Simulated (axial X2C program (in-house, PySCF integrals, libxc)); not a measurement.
## Nuclear properties of RuO

Calculated with an in-house all-electron X2C program for linear molecules (integrals from PySCF): two-component X2C with atomic mean-field Coulomb and Gaunt terms, Gaussian nuclei, basis Ru dyall-cv3z, O dyall-av3z with contracted cores.

R = 1.697 Å (near the PBE0 minimum at charge 0 of the determinant lowest at the starting distance; the state shown can have its own minimum elsewhere).

Determinant lowest in the PBE0 search, Ω = 4 (⟨Sz⟩ = 2.00, ⟨Lz⟩ = 2.00 at PBE0), spin on the atoms Ru 1.66, O 0.34:

| level | Eeff magnitude (GV/cm) | Ws magnitude Ru (kHz) | A∥/gI Ru (MHz) | qzz Ru (a.u.) | A∥/gI O (MHz) | qzz O (a.u.) | μ (D) |
| --- | --- | --- | --- | --- | --- | --- | --- |
| PBE0 | 2.81 | 0.244 | 826 | 1.82 | -8.99 | 0.57 | -3.79 |
| HF | 4.8 | 0.727 | 690 | 1.97 | -13.1 | 2.14 | -2.80 |
| BP86 | 2.12 | 0.167 | 863 | 1.77 | -10.6 | 0.59 | -3.12 |
| B3LYP | 2.56 | 0.216 | 834 | 1.75 | -8.07 | 0.55 | -3.68 |
| r2SCAN | 1.89 | 0.114 | 874 | 1.81 | -1.41 | 0.67 | -3.27 |

Eeff is the effective electric field on the electron electric dipole moment in this Ω state and Ws the scalar–pseudoscalar constant of the nucleus named (defined with the proton number Z and per Ω); A∥ (defined per Ω) follows by multiplying with gI = μI/(I μN); qzz is the electric field gradient, eQq0 = 234.96 MHz × Q/barn × qzz; μ is positive if the O end (last atom) is positive. The operators were transformed with the bare-nucleus X2C matrices; with these basis sets, hyperfine constants and field gradients can be off by tens of per cent, and where levels differ in sign neither size nor sign is settled.

Q: With gI(101Ru) = -0.2880, Q(101Ru) = 0.457 barn (g factors from the IAEA table of nuclear moments by Stone; Q from Pyykkö, Mol. Phys. 2018), turn the PBE0 values of the first state into constants in MHz.

A: A∥(101Ru) = 826 × -0.2880 = -238 MHz; eQq0(101Ru) = 234.96 × (0.457) × (1.82) = 195 MHz.

Each state is one determinant with collinear spin, which with several unpaired electrons need not be a pure state. Unrestricted Hartree–Fock can overshoot spin polarisation at the nuclei. In the state Ω = 4 the sign of Eeff differs between levels (HF against PBE0). With several open shells hyperfine constants can be off by a factor of several. Where Eeff spreads by more than a factor of two the levels disagree and none is to be relied on. Open-shell Ω = 0 determinants with evenly filled partner blocks cannot be reached by this program, so the Ω shown need not be the lowest component. The search compared states at one distance, so a state with another bond length can lie lower. The sign of Ws at Ru differs between levels in the first state. Further determinants of the search, some of them spin-mixed, are not shown. Where a field gradient or hyperfine factor spreads by more than a factor of two over the levels, a constant derived from it is not to be relied on.
